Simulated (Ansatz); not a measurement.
CH$_{4}$ClNOSi (`Cl[SiH]1NCO1`), relaxed with RKS PBE-D4/def2-SVP in the Gaussian-basis code of Ansatz from a rough embedded geometry. The force threshold is 0.03 eV/Å; the program also tests the step.

The species carries charge 0 and has multiplicity 1.

Start:

```xyz
9

Cl   -0.648    2.010   -1.740
Si   -0.760    0.254   -0.777
N    -0.227    0.425    0.788
C     0.648   -0.653    0.666
O     0.716   -0.476   -0.825
H    -1.932   -0.647   -0.978
H     0.231    1.321    0.857
H     0.301   -1.663    0.931
H     1.670   -0.570    1.077
```

```json
{"step": "1", "energy (eV)": "-25015.8520", "largest force (eV/Å)": "6.415", "largest move (Å)": "0.000"}
{"step": "2", "energy (eV)": "-25016.8450", "largest force (eV/Å)": "1.933", "largest move (Å)": "0.195"}
{"step": "3", "energy (eV)": "-25017.0134", "largest force (eV/Å)": "0.894", "largest move (Å)": "0.136"}
{"step": "4", "energy (eV)": "-25017.1103", "largest force (eV/Å)": "0.713", "largest move (Å)": "0.200"}
{"step": "5", "energy (eV)": "-25017.1503", "largest force (eV/Å)": "0.606", "largest move (Å)": "0.159"}
{"step": "6", "energy (eV)": "-25017.1774", "largest force (eV/Å)": "0.783", "largest move (Å)": "0.200"}
{"step": "7 (rejected)", "energy (eV)": "-25017.1443", "largest force (eV/Å)": "1.164", "largest move (Å)": "0.176"}
{"step": "8", "energy (eV)": "-25017.1991", "largest force (eV/Å)": "0.545", "largest move (Å)": "0.086"}
{"step": "9", "energy (eV)": "-25017.2070", "largest force (eV/Å)": "0.081", "largest move (Å)": "0.029"}
{"step": "10", "energy (eV)": "-25017.2071", "largest force (eV/Å)": "0.079", "largest move (Å)": "0.027"}
{"step": "11", "energy (eV)": "-25017.2078", "largest force (eV/Å)": "0.021", "largest move (Å)": "0.009"}
```

End:

```xyz
9

Cl   -0.367    1.915   -1.979
Si   -0.762    0.242   -0.808
N    -0.313    0.323    0.870
C     0.762   -0.639    0.578
O     0.453   -0.950   -0.801
H    -2.121   -0.217   -1.213
H    -0.141    1.113    1.493
H     0.697   -1.570    1.188
H     1.791   -0.215    0.673
```

Hardware: 4 threads of an Arm Neoverse V1 on a shared host. Wall time 15 s, peak host memory 0.18 GiB.
